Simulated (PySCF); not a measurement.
# Atomic charges against the basis set

Species: C₅H₆S₂.
Geometry (PBE0-D3(BJ)/def2-SVP, Å), atoms numbered from 1 in this order:
```xyz
13
C5H6S2 angstrom
C      2.4279    0.2279   -0.2096
S      1.3121   -1.1715   -0.3765
C     -0.2448   -0.4064   -0.1151
C     -1.4466   -1.1836   -0.1628
C     -2.5638   -0.4293    0.0626
S     -2.1804    1.2204    0.3346
C     -0.4959    0.9203    0.1466
H      3.4414   -0.1669   -0.3614
H      2.3658    0.6722    0.7951
H      2.2263    0.9944   -0.9728
H     -1.4665   -2.2568   -0.3572
H     -3.6003   -0.7634    0.0830
H      0.2135    1.7392    0.2407
```

PBE0 throughout (PySCF), one geometry, spherical d and f functions. Isolated species at its PBE0-D3(BJ)/def2-SVP geometry (one conformer only). The first 7 of 11 kinds of atom are listed.

Mulliken charges (e):

```csv
basis,functions,C1,S2,C3,C4,C5,S6,C7
STO-3G,49,-0.318,+0.190,-0.129,-0.116,-0.207,+0.285,-0.228
6-31G,83,-0.761,+0.404,-0.231,-0.067,-0.562,+0.524,-0.580
6-31G*,118,-0.704,+0.195,-0.083,-0.139,-0.406,+0.316,-0.445
pcSseg-1,163,-0.416,+0.112,-0.268,+0.008,-0.277,+0.270,-0.277
"6-311+G(2d,p)",241,-0.480,-0.489,+0.896,-0.671,+0.079,-0.288,+0.018
```

IAO charges (e):

```csv
basis,functions,C1,S2,C3,C4,C5,S6,C7
STO-3G,49,-0.492,+0.260,-0.176,-0.187,-0.293,+0.392,-0.323
6-31G,83,-0.522,+0.143,-0.129,-0.181,-0.300,+0.301,-0.344
6-31G*,118,-0.507,+0.169,-0.136,-0.179,-0.308,+0.339,-0.354
pcSseg-1,163,-0.505,+0.179,-0.141,-0.185,-0.314,+0.351,-0.365
"6-311+G(2d,p)",241,-0.519,+0.180,-0.139,-0.190,-0.321,+0.361,-0.372
```

Hirshfeld charges (e):

| basis | functions | C1 | S2 | C3 | C4 | C5 | S6 | C7 |
| --- | --- | --- | --- | --- | --- | --- | --- | --- |
| STO-3G | 49 | -0.040 | +0.047 | -0.050 | -0.077 | -0.072 | +0.149 | -0.105 |
| 6-31G | 83 | -0.095 | -0.011 | -0.043 | -0.072 | -0.081 | +0.078 | -0.109 |
| 6-31G* | 118 | -0.094 | -0.022 | -0.035 | -0.068 | -0.076 | +0.063 | -0.099 |
| pcSseg-1 | 163 | -0.115 | +0.022 | -0.045 | -0.081 | -0.082 | +0.097 | -0.108 |
| 6-311+G(2d,p) | 241 | -0.119 | +0.031 | -0.056 | -0.085 | -0.087 | +0.100 | -0.110 |

Q: Which scheme is steadiest as the basis changes?

A: Largest range over the bases for any column: Hirshfeld 0.09 e, IAO 0.12 e, Mulliken 1.16 e. Hirshfeld charges move least and Mulliken charges most, counted in e. Without the minimal STO-3G basis the ranges are Hirshfeld 0.05, IAO 0.06, Mulliken 1.16 e.

Q: How much do the charges still move between the two largest bases, pcSseg-1 and 6-311+G(2d,p)?

A: At most, over all atoms: Mulliken 1.164 e, IAO 0.014 e, Hirshfeld 0.011 e.

Q: What do the same runs give for the total energy, the frontier levels and the dipole moment?

A: 
```tsv
basis	energy (Eh)	HOMO (eV)	LUMO (eV)	μ (D)
STO-3G	-978.9015	-3.00	3.17	0.99
6-31G	-989.8444	-5.95	-0.11	1.01
6-31G*	-989.9581	-5.84	-0.08	0.96
pcSseg-1	-989.9381	-6.04	-0.44	0.99
6-311+G(2d,p)	-990.0765	-5.99	-0.47	0.98
```
